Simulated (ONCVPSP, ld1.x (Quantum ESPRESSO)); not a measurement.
**Potentials for C (Z = 6) compared**

Generated with ld1.x 7.5 (TM, RRKJ, ultrasoft, PAW), atompaw 4.2 or ONCVPSP 4.0.1. The cutoff is in Ry: for ld1.x and atompaw files where the sum of valence levels is converged to 10 mRy in a Bessel basis, for ONCV files where the hardest occupied wave has 1 mHa per electron of residual kinetic energy. The error is the largest all-electron minus pseudo excitation energy over each file’s own four to seven test configurations (ionisations up to +4, promotions, holes and added fractions of an electron), all of which were solved. The labels leave out finer settings (local radius, basis sizes, second energies), which also bear on the numbers. Spin-polarised tests are not counted. The rows are a selection from randomly drawn settings: files with unsolved tests, undetermined cutoffs or missed reference levels are left out.

A true bound ghost makes a file unfit for plane-wave use even where its test errors are small: the radial tests pick states by their node count and pass the ghost by.

```tsv
potential	cutoff (Ry)	largest error (meV)	bound ghosts
ONCV, LDA (Perdew-Wang 92), scalar-relativistic, rc 1.00/2.45/2.05 (spd), local smoothed, core correction no, reference 2s2 2p2, qcut 5.6/5.8/4.5, projectors 2/2/2	41	+1230	d
ONCV, PBE, scalar-relativistic, rc 0.50/0.55/0.55 (spd), local smoothed, core correction no, reference 1s2 2s2, qcut 28.5/15.2/19.4, projectors 2/1/1	535	+17	none
ONCV, LDA (Perdew-Zunger), scalar-relativistic, rc 1.15/2.50/2.65 (spd), local smoothed, core correction yes, reference 2s2 2p1, qcut 7.1/6/3.6, projectors 2/2/2	40	+593	none
ONCV, LDA (Perdew-Wang 92), non-relativistic, rc 0.95/2.80 (sp), local smoothed, core correction no, reference 2s2 2p1, qcut 6/4, projectors 2/2	41	+1279	none
ONCV, PBEsol, scalar-relativistic, rc 0.45/2.60/2.50 (spd), local smoothed, core correction no, reference 1s2 2s2 2p1.75, qcut 26.5/4.4/4.3, projectors 3/2/2	552	+814	p
ONCV, PBE, fully relativistic, rc 1.20/3.15/2.95 (spd), local smoothed, core correction no, reference 2s2 2p2, qcut 6.6/4.6/3, projectors 2/2/2	37	+2716	d5/2, d3/2
```

**Question.** Fill in the row for C: ONCV, PBEsol, non-relativistic, rc 1.10/2.65 (sp), local smoothed, core correction yes, reference 2s2 2p2, qcut 5.2/4.1, projectors 2/2.

**Answer.** cutoff 60 Ry, largest error +2419 meV, bound ghosts: none.

**Question.** Fill in the row for C: TM, LDA (PZ), non-relativistic, rc 1.25/2.10 (sp), local p, core correction no, reference 2s1.75 2p2.25.

**Answer.** cutoff 30 Ry, largest error +807 meV, bound ghosts: none.

**Question.** Fill in the row for C: ONCV, LDA (Perdew-Wang 92), scalar-relativistic, rc 1.25/1.80/1.70 (spd), local smoothed, core correction yes, reference 2s2 2p1, qcut 5.3/9.7/6.7, projectors 2/2/2.

**Answer.** cutoff 44 Ry, largest error +184 meV, bound ghosts: none.
